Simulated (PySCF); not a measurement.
(Z)-1,2-difluoro-1-methoxyethene (C3H4F2O), SMILES CO/C(F)=C/F.

Coordinates come from a PBE0-D3(BJ)/def2-SVP optimisation. The values are those of a single conformer.

These are ωB97X/def2-TZVP (PySCF) values and carry that method's errors.

Gas-phase values at a fixed geometry.

Estimate the frontier levels, gap, dipole moment and polarisability. (Estimate from the structure and the level; the computed values follow.)


```json
{
 "highest_occupied_level": "-9.26 eV",
 "lowest_empty_level": "3.02 eV",
 "orbital_gap": "12.28 eV",
 "dipole_moment": "2.64 D",
 "quadrupole, principal values (traceless, Buckingham form, about the centre of nuclear charge)": "-4.38, 0.07, 4.31 D·Å",
 "mean_static_polarisability": "42.5 bohr³ (6.29 Å³)",
 "polarisability_principal_values": "32.0, 38.5, 56.9 bohr³"
}
```
